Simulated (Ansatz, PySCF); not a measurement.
Pulling on the C3–H4 bond in CH4Cd (SMILES [CH3][CdH]) (multiplicity 1 held, fragments rigid). Energies count from the point at 1.090 Å.
Geometry at that point (charge 0, multiplicity 1):
```
atom    x (Å)    y (Å)    z (Å)
----  -------  -------  -------
Cd    -0.2807  -0.1510  -0.0414
H     -1.7499  -0.9416  -0.2582
C      1.5814   0.8509   0.2333
H      2.0312   0.5593   1.1828
H      1.4329   1.9311   0.2353
H      2.2707   0.5954  -0.5719
```

U- levels take the lowest unrestricted solution at each point, which mixes spins at long bonds. Curves can end on different states.

Rows in 3-21G, LANL2DZ carry no dispersion term and start afresh at each structure; the Pople sets are all-electron and without relativity. LANL2DZ brings its own core potentials from Na on.

The values were computed with Ansatz (a first-principles code); PySCF for 3-21G rows, LANL2DZ rows.  In def2 rows elements past Kr take small-core potentials, without spin–orbit coupling.

Problem. Predict the energy at R = 3.489 Å from R-HF/3-21G.

Solution. 8.10 eV

Problem. What is the computed energy at R = 3.489 Å (U-HF/LANL2DZ)?

Solution. 3.82 eV

Problem. What energy at R = 3.489 Å does U-r2SCAN/def2-TZVPP give?

Solution. 4.76 eV

Doubts at one or more of the structures used: a restricted determinant that unrestricted orbitals would lower (R-HF/3-21G); a spin-contaminated determinant (U-HF/LANL2DZ, U-r2SCAN/def2-TZVPP).
